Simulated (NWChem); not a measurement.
System: ScF₂ cation; SMILES [F][Sc+][F]

Program: NWChem. Pople sets run with spherical d functions. STO-3G and 3-21G are far too small for this property and stand as cheap habits. The geometry was optimised at PBE0/def2-SVP. This spin state was assumed; another may lie lower. B3LYP is NWChem's, with the RPA form of VWN correlation. Field at 589 nm.

```csv
level,isotropic polarisability (bohr³),anisotropy (bohr³)
B3LYP/STO-3G,14.6,3.2
B3LYP/6-31G*,15.4,13.6
B3LYP/def2-SVP,15.3,13.0
B3LYP/def2-SVPD,18.7,14.3
B3LYP/def2-TZVPD,19.2,14.2
```
